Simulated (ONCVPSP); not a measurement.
## Potentials for iron (Fe) compared

Generated with ld1.x 7.5 (TM, RRKJ, ultrasoft, PAW), atompaw 4.2 or ONCVPSP 4.0.1. The cutoff is in Ry: for ld1.x and atompaw files where the sum of valence levels is converged to 10 mRy in a Bessel basis, for ONCV files where the hardest occupied wave has 1 mHa per electron of residual kinetic energy. The error is the largest all-electron minus pseudo excitation energy over each file’s own four to seven test configurations (ionisations up to +4, promotions, holes and added fractions of an electron), all of which were solved. The labels leave out finer settings (local radius, basis sizes, second energies), which also bear on the numbers. Spin-polarised tests are not counted. The rows are a selection from randomly drawn settings: files with unsolved tests, undetermined cutoffs or missed reference levels are left out.

A true bound ghost makes a file unfit for plane-wave use even where its test errors are small: the radial tests pick states by their node count and pass the ghost by.

| potential | cutoff (Ry) | largest error (meV) | bound ghosts |
| --- | --- | --- | --- |
| ONCV, LDA (Perdew-Wang 92), scalar-relativistic, rc 2.35/2.45/1.40 (spd), local d, core correction no, reference 3d6 4s1, qcut 2.1/3.3/11.3, projectors 2/2/0 | 99 | -57 | s, p |
| ONCV, PBEsol, scalar-relativistic, rc 1.40/1.10/1.55 (spd), local smoothed, core correction no, reference 3s2 3p6 3d6 4s2, qcut 7.7/15.6/9.2, projectors 3/2/2 | 116 | +33 | none |
| ONCV, LDA (Perdew-Zunger), scalar-relativistic, rc 1.45/1.15/1.00 (spd), local smoothed, core correction yes, reference 3s2 3p6 3d6 4s2, qcut 9.1/11.9/14.6, projectors 2/2/1 | 170 | +12 | none |
| ONCV, PBE, scalar-relativistic, rc 1.45/0.80/1.10 (spd), local smoothed, core correction no, reference 3s2 3p6 3d6 4s2, qcut 8.8/10.2/17, projectors 2/2/2 | 183 | +19 | none |
| ONCV, PBE, scalar-relativistic, rc 1.25/1.45/1.25 (spd), local d, core correction yes, reference 3s2 3p6 3d6 4s1 4p1, qcut 12.4/9.3/15.3, projectors 3/2/0 | 146 | -105 | none |
| ONCV, PBEsol, scalar-relativistic, rc 1.85/2.70/1.00 (spd), local smoothed, core correction yes, reference 3d6 4s1.5 4p0.5, qcut 4/2.7/12.8, projectors 2/2/3 | 149 | -167 | s |
| ONCV, PBE, fully relativistic, rc 1.40/1.30/1.50 (spd), local smoothed, core correction no, reference 3s2 3p6 3d6 4s1.5 4p0.5, qcut 11.1/11/8.2, projectors 2/2/2 | 72 | +76 | none |
| ONCV, PBE, scalar-relativistic, rc 1.35/1.00/1.70 (spd), local smoothed, core correction yes, reference 3s2 3p6 3d6 4s2, qcut 11.6/15.1/8.9, projectors 2/2/2 | 148 | -162 | none |

**Question.** Fill in the row for Fe: ONCV, PBE, scalar-relativistic, rc 1.15/1.15/1.40 (spd), local smoothed, core correction yes, reference 3s2 3p6 3d6 4s2, qcut 12.1/13.7/12.1, projectors 2/2/2.

**Answer.** cutoff 106 Ry, largest error +25 meV, bound ghosts: none.
